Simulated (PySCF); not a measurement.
**Electronic structure of Ne²⁺ (neon, charge +2) at the UHF level**

Configuration: [He] 2s2 2p4, high-spin 3P determinant. Calculation: PySCF 2.14, in aug-cc-pVQZ-DK (6s5p4d3f2g, 80 functions); the spin-free X2C one-electron Hamiltonian (Gaussian nucleus).

```
Total energy                                                  : -126.516774 hartree
One-electron energy                                           : -166.7648 hartree
Hartree (Coulomb) energy                                      : 51.3904 hartree
Exchange energy                                               : -11.1423 hartree
⟨S²⟩                                                          : 2.0036
⟨L²⟩                                                          : 2.007
Sum of ⟨r⟩                                                    : 5.187 bohr
Sum of ⟨r²⟩                                                   : 4.953 bohr²
Traceless quadrupole moment −½Σ⟨3z² − r²⟩ along its main axis : -0.346 e·bohr²
Langevin diamagnetic susceptibility                           : -3.92 ×10⁻⁶ cm³/mol
```

```tsv
shell	electrons	mean orbital energy (hartree)	spread (hartree)	rms radius, mean of both spins (bohr)
1s α	1	-34.74178	0	0.182
1s β	1	-34.60647	0	0.182
2s α	1	-3.65327	0	0.905
2s β	1	-3.18242	0	0.905
2p α	3	-2.57609	0.14330	0.901
2p β	1	-2.35645	0	0.901
```

Spin-orbit constants ζ (cm⁻¹) from the X2C one-electron operator on these orbitals: bare nucleus, nucleus screened by l(l+1)(2l+1)/3 electrons, and screened by the Breit-Pauli mean field of the electrons.

```tsv
shell	bare	screened nucleus	mean field
2p	843.5	674.8	603.6
```

To first order the Landé constant is A = -301.8 cm⁻¹, so the lowest level has J = 2 and lies 0.0374 eV below the centre of the term. This holds in LS coupling only.
